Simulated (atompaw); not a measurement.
**How hard is this lanthanum PAW (atompaw) potential?**

- Element: lanthanum
- Generator: atompaw 4.2.0.5
- Type: PAW
- Functional: PBEsol
- Relativity: scalar-relativistic
- Frozen core: [Kr] 4d10 5s2
- Valence charge: 9
- Reference configuration: 4f0 5p6 5d1 6s2 6p0
- Partial waves: 6s (bound): rc 3.00 bohr; 6s channel at 1.75 Ry: rc 3.00 bohr; 5p (bound): rc 3.00 bohr; 6p (bound, empty): rc 3.00 bohr; 5d (bound): rc 3.00 bohr; 5d channel at 0.1 Ry: rc 3.00 bohr; 4f (bound, empty): rc 1.50 bohr; 4f channel at 0.15 Ry: rc 1.50 bohr
- Local potential: bessel scheme, radius 2.35 bohr
- Core correction: smooth core density matched at 2.35 bohr
- Augmentation charge: sinc compensation charge, radius 2.40 bohr; PAW radius 3.00 bohr; waves and projectors: custom rrkj gramschmidtortho

The pseudo-atom Hamiltonian at the reference potential is diagonalised in spherical Bessel functions j_l(qr) that vanish at 20 bohr, with q² up to the cutoff. All-electron valence levels (Ry): 6s -0.2723, 5p -1.6463, 6p -0.0984, 5d -0.2280, 4f -0.3226.

Task: How do the lowest levels (Ry) of each channel move with the cutoff, and are there ghosts?

Result:

```json
{"cutoff (Ry)": "8", "s #1": "-1.5871", "s #2": "-0.2535", "p #1": "-1.6447", "p #2": "-0.0820", "d #1": "-0.2223", "f #1": "0.0911", "f #2": "0.1951", "Σ f·Δε (mRy)": "53.1"}
{"cutoff (Ry)": "10", "s #1": "-3.1367", "s #2": "-0.2708", "p #1": "-1.6460", "p #2": "-0.0881", "d #1": "-0.2272", "f #1": "0.0910", "f #2": "0.1949", "Σ f·Δε (mRy)": "5.9"}
{"cutoff (Ry)": "12", "s #1": "-3.7125", "s #2": "-0.2721", "p #1": "-1.6460", "p #2": "-0.0947", "d #1": "-0.2279", "f #1": "0.0910", "f #2": "0.1946", "Σ f·Δε (mRy)": "2.4"}
{"cutoff (Ry)": "15", "s #1": "-3.8675", "s #2": "-0.2721", "p #1": "-1.6463", "p #2": "-0.0981", "d #1": "-0.2279", "f #1": "0.0910", "f #2": "0.1941", "Σ f·Δε (mRy)": "1.0"}
{"cutoff (Ry)": "18", "s #1": "-3.9054", "s #2": "-0.2723", "p #1": "-1.6463", "p #2": "-0.0981", "d #1": "-0.2280", "f #1": "0.0909", "f #2": "0.1936", "Σ f·Δε (mRy)": "0.3"}
{"cutoff (Ry)": "21", "s #1": "-3.9080", "s #2": "-0.2723", "p #1": "-1.6463", "p #2": "-0.0982", "d #1": "-0.2280", "f #1": "0.0909", "f #2": "0.1926", "Σ f·Δε (mRy)": "0.2"}
{"cutoff (Ry)": "400", "s #1": "-3.9091", "s #2": "-0.2723", "p #1": "-1.6463", "p #2": "-0.0984", "d #1": "-0.2281", "f #1": "-0.3225", "f #2": "0.0915", "Σ f·Δε (mRy)": "0.0"}
```

Result: ghost state, extra bound levels that the all-electron valence spectrum of the same l lacks: s at -53.2 eV (a true bound ghost makes a file unfit for plane-wave use); 10 mRy is reached at 10 Ry and 1 mRy at 15 Ry.

The cutoffs count occupied waves only; the empty 4f level needs 55 Ry at the loose tolerance.
